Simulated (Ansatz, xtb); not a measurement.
## Two isomers of C4H6F3NO

We compare X, `NC(=O)[C@@H](CF)C(F)F`, a singlet, with Y, `[H]/N=C(/O)[C@@H](CF)C(F)F`, a singlet. Both are isolated molecules in the gas phase, relaxed with PBE-D3(BJ)/def2-SVP; each stands in its lowest conformer found.

X (Å):

```
atom    x (Å)    y (Å)    z (Å)
   C  -2.6004  -0.9656  -0.2808
   C  -1.4197  -0.5058  -1.1676
   C  -0.2685  -1.4981  -1.3221
   C  -1.9557  -0.1015  -2.5394
   F   0.3816  -1.6917  -0.0952
   F  -2.2390  -1.2243  -3.2747
   F  -0.9985   0.6048  -3.2226
   N  -2.2639  -1.8103   0.7332
   O  -3.7440  -0.5670  -0.4837
   H  -3.0009  -2.1004   1.3768
   H  -1.2870  -2.0416   0.9247
   H  -1.0133   0.4207  -0.7045
   H  -0.6348  -2.4807  -1.6841
   H   0.4746  -1.0999  -2.0432
   H  -2.8796   0.5073  -2.4539
```

Y (Å):

```yaml
atoms:
  - { symbol: C, position_ang: [0.9553, -0.1718, 2.1092] }
  - { symbol: C, position_ang: [1.0934, -0.3758, 0.6066] }
  - { symbol: C, position_ang: [0.0413, 0.3889, -0.1923] }
  - { symbol: C, position_ang: [2.5058, 0.0016, 0.1439] }
  - { symbol: F, position_ang: [0.2294, 1.7665, -0.0511] }
  - { symbol: F, position_ang: [3.4320, -0.7332, 0.8207] }
  - { symbol: F, position_ang: [2.6336, -0.2772, -1.1920] }
  - { symbol: N, position_ang: [0.7197, 0.9169, 2.7372] }
  - { symbol: O, position_ang: [1.1382, -1.3293, 2.7843] }
  - { symbol: H, position_ang: [0.6009, 1.6987, 2.0774] }
  - { symbol: H, position_ang: [1.0697, -1.0814, 3.7330] }
  - { symbol: H, position_ang: [0.9754, -1.4576, 0.3880] }
  - { symbol: H, position_ang: [0.1336, 0.1407, -1.2702] }
  - { symbol: H, position_ang: [-0.9808, 0.1365, 0.1605] }
  - { symbol: H, position_ang: [2.7242, 1.0823, 0.2966] }
```

Task: Estimate which is lower in electronic energy at CCSD(T)/def2-SVP + ΔMP2/def2-TZVPP, and by roughly how much.

Result: The CCSD(T)/def2-SVP + ΔMP2/def2-TZVPP calculation puts structure X lower, by 0.551 eV.

How the difference moves with the method:

| level | geometry | E(Y) − E(X) (eV) | departure from the last row (eV) | job, with rough time for the two |
| --- | --- | --- | --- | --- |
| GFN2-xTB | GFN2-xTB | +0.506 | −0.044 | optimisation, 0.2 s |
| HF/STO-3G | GFN2-xTB | +0.362 | −0.189 | single point, 0.72 s |
| r2SCAN-D4/def2-SVP | GFN2-xTB | +0.772 | +0.221 | single point, 9 s |
| PBE-D3(BJ)/def2-SVP | PBE-D3(BJ)/def2-SVP | +0.730 | +0.179 | optimisation, 82 s |
| HF/def2-SVP | PBE-D3(BJ)/def2-SVP | +0.761 | +0.211 | part of the CCSD(T) run |
| MP2/def2-SVP | PBE-D3(BJ)/def2-SVP | +0.682 | +0.132 | part of the CCSD(T) run |
| CCSD(T)/def2-SVP | PBE-D3(BJ)/def2-SVP | +0.643 | +0.092 | single point |
| CCSD(T)/def2-SVP + ΔMP2/def2-TZVPP | PBE-D3(BJ)/def2-SVP | +0.551 |  | single point, 6.1 min |

As drawn, Y has 1 C=N, 1 C–O, 1 O–H in place of 1 C–N, 1 C=O, 1 N–H.

The levels shown agree on the order. The largest departure from CCSD(T)/def2-SVP + ΔMP2/def2-TZVPP is that of r2SCAN-D4/def2-SVP, 0.221 eV. The last row adds to CCSD(T) the change of the MP2 difference between the two basis sets, here −0.092 eV.

With thermal terms from frequencies at re-optimised GFN2-xTB minima (ideal gas, soft modes damped towards free rotors, one conformer each, 298.15 K, 1 atm): on the last row, ΔE + ΔZPE = +0.555, ΔH = +0.553, ΔG = +0.550 eV.

The correlated steps freeze 9 core orbitals. Programs: Ansatz 0.2.0, xtb 6.7.1; the last row on 2 threads of Arm Neoverse V2 on a shared host.
